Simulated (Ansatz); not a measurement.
**Match the barriers**

Saddle point of SiH₆SeO, closed shell (SiH₄O ([OH][SiH3]) + H₂Se → SiH₄Se ([SiH3][SeH]) + H₂O; bonds formed: Si1–Se7, O2–H6; bonds broken: Si1–O2, H6–Se7), PBE0-D4/def2-TZVP structure:

```json
{"atom": "Si1", "x (Å)": "-0.5281", "y (Å)": "-0.7192", "z (Å)": "-0.0833"}
{"atom": "O2", "x (Å)": "0.0946", "y (Å)": "0.4707", "z (Å)": "1.1961"}
{"atom": "H3", "x (Å)": "-1.1406", "y (Å)": "-0.2717", "z (Å)": "-1.3552"}
{"atom": "H4", "x (Å)": "0.0956", "y (Å)": "-2.0564", "z (Å)": "-0.0279"}
{"atom": "H5", "x (Å)": "-1.7489", "y (Å)": "-0.8695", "z (Å)": "0.7940"}
{"atom": "H6", "x (Å)": "0.8842", "y (Å)": "0.9130", "z (Å)": "0.6991"}
{"atom": "Se7", "x (Å)": "1.7782", "y (Å)": "0.2572", "z (Å)": "-1.0358"}
{"atom": "H8", "x (Å)": "-0.5242", "y (Å)": "1.0296", "z (Å)": "1.6866"}
{"atom": "H9", "x (Å)": "1.0890", "y (Å)": "1.2463", "z (Å)": "-1.8737"}
```

Ansatz 0.2.0; basis: def2-TZVPP, with def2-QZVPP for the basis limit; cores frozen in the correlated methods. Filled d shells of the heavier atoms are correlated. The def2 sets are not built for correlating such inner shells, so the correlated values are less sure here. Extrapolation: Hartree–Fock as exp(−7.88 √X), correlation as X^−2.97. Four methods, as single points on the PBE0-D4 structures, gave these electronic barriers from the start structure: 15.97, 26.16, 32.78, 43.82 kcal/mol.

(1) The methods were, in alphabetical order, BHLYP-D4, HF, r2SCAN-D4, SPW92. Which gave which? (A judgement: the text doesn't fix the answer.)

No T1 diagnostic of these runs exceeds 0.011.

Results:

(1) The calculation gives: SPW92 15.97; r2SCAN-D4 26.16; BHLYP-D4 32.78; HF 43.82 kcal/mol. For comparison, CCSD(T) at an estimated basis limit (MP2 extrapolated from triple and quadruple zeta, plus CCSD(T) − MP2 in triple zeta) gives 30.07 kcal/mol.

Labels in which every atom is bracketed show which atoms are joined, not bond orders.

For scale, one of the runs: CCSD(T)/def2-TZVPP, 205 basis functions, launched by `ansatz run in.yaml --threads 4 --pin off --events-out ev --progress --plain --max-ram 9574MiB`. Time: 90 s of wall clock on 4 CPU threads of an Arm Neoverse V1; the host was shared. Peak host memory: 2.6 GiB.
